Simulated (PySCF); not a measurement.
ClH₅O₂Si₂, SMILES O[SiH](O)[SiH2]Cl. The structure is a stationary point at PBE-D3(BJ)/def2-SVP. This is a generated structure with no PubChem entry under its InChIKey; it may be hypothetical. Other conformers were not sampled.

Computed equilibrium geometry at PBE-D3(BJ)/def2-SVP (PySCF confirms it by a frequency run) as bond lengths and angles (one conformer of several):
Atoms: O1 Si2 O3 Si4 Cl5 H6 H7 H8 H9 H10. Bonded distances (Å): O1–Si2 1.678, O1–H6 0.979, Si2–O3 1.680, Si2–Si4 2.353, Si2–H7 1.501, O3–H8 0.974, Si4–Cl5 2.116, Si4–H9 1.502, Si4–H10 1.504. Bond angles (°): Si2–O1–H6 111.8, O1–Si2–O3 114.7, O1–Si2–Si4 104.9, O1–Si2–H7 104.9, O3–Si2–Si4 104.1, O3–Si2–H7 111.3, Si4–Si2–H7 117.1, Si2–O3–H8 115.3, Si2–Si4–Cl5 101.2, Si2–Si4–H9 117.1, Si2–Si4–H10 113.6, Cl5–Si4–H9 108.0, Cl5–Si4–H10 107.2, H9–Si4–H10 108.9.
Charge 0, spin multiplicity 1.
